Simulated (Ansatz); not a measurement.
SSi, SMILES S=[Si] (connectivity only; charge and spin as stated), charge -1, multiplicity 2.

The structure is a stationary point at PBE0-D3(BJ)/def2-TZVPD. The multiplicity is an assumed one; other spin states were not compared.

Two levels are set side by side: PBE/def2-TZVPD (Ansatz, a first-principles code) and CAM-B3LYP/def2-TZVPD (Ansatz). Energy differences of separate SCF runs at the same geometry; the states with an electron removed or added have multiplicity 1. Differences are taken from unrounded values.

```csv
quantity,PBE
vertical ionisation energy (eV),0.61
```

### Question
These are the PBE values. What does CAM-B3LYP give? (Estimate from the structure and the level; the computed values follow.)

### Answer

```json
[
 {"quantity": "vertical ionisation energy (eV)", "CAM-B3LYP": "0.71", "PBE minus CAM-B3LYP": "-0.10"}
]
```
